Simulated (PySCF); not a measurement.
ClGeH4OSi (calculated)

Computed with PySCF 2.14.0. Calculation on a computer-drawn molecule: the log of a Hartree-Fock and frozen-core CCSD(T) single point meant for a local Hartree-Fock minimum, with one planted fault or none, to be diagnosed. Offsets are logged minus clean, where the clean run is the same molecule without the fault. The reference is restricted for singlets and unrestricted otherwise, and also for a bond in bohr or an excited solution. Adding or removing an electron swaps singlet and doublet. The excited solution moves the top pair (singlet) or top alpha electron (doublet) to the lowest empty orbital. Highest occupied and lowest empty are orbital energies over both spins, largest force is the largest gradient component, triples share is (T) over the correlation energy, the T1 limit is 0.02 restricted and 0.045 unrestricted, electrons count all cores, a negative frequency is imaginary (commonest isotopes), and the dipole is about the centre of nuclear charge; on germanium a core potential holds 10 electrons, which the energies leave out, and 3d is frozen in MP2 and coupled-cluster steps.

## ClGeH4OSi

Logged structure:
```xyz
8
ClGeH4OSi
O     -2.7986     2.0262     2.3157
Si    -1.5329     1.7361     1.3666
Ge    -0.9649    -0.6482     1.9054
Cl    -1.2660    -1.2805     3.8761
H     -2.7895     2.4935     3.1411
H     -1.9014     1.6510    -0.0433
H     -0.2811     2.4287     1.6816
H     -0.4334    -1.8275     1.1030
```

```
meant charge                                : 1
meant multiplicity                          : 1
meant basis                                 : cc-pV(D+d)Z
meant basis and core potential on germanium : cc-pVDZ-PP ECP10MDF
logged electrons                            : 74
logged basis functions                      : 103
logged SCF converged                        : yes
logged spin squared                         : 2.0146
logged highest occupied                     : -13.171 eV
logged lowest empty                         : -8.2947 eV
logged largest force                        : 0.043537 hartree/bohr
logged T1 diagnostic                        : 0.028238
logged D1 diagnostic                        : 0.1737
logged triples share                        : 0.028153
logged CC converged                         : yes
logged dipole magnitude                     : 5.3019 debye
logged SCF stable within its kind           : yes
logged energy HF                            : -1118.70858 hartree
logged energy CCSD(T)                       : -1119.26124 hartree
possible faults                             : no fault, one electron removed, one electron added, multiplicity raised by two, geometry at a saddle point, SCF held on an excited solution, minimal basis STO-3G, one bond length entered in bohr, all coordinates scaled
planted fault                               : withheld
```

Drawn bonds:
```tsv
atom	other atom	order
1	2	1
2	3	1
3	4	1
1	5	1
2	6	1
2	7	1
3	8	1
```

Q: Which fault was planted in the run of ClGeH4OSi?
A: multiplicity raised by two

Further results for ClGeH4OSi:

```
HF energy offset from clean run      : 72.32 kcal/mol
CCSD(T) energy offset from clean run : 72.19 kcal/mol
```
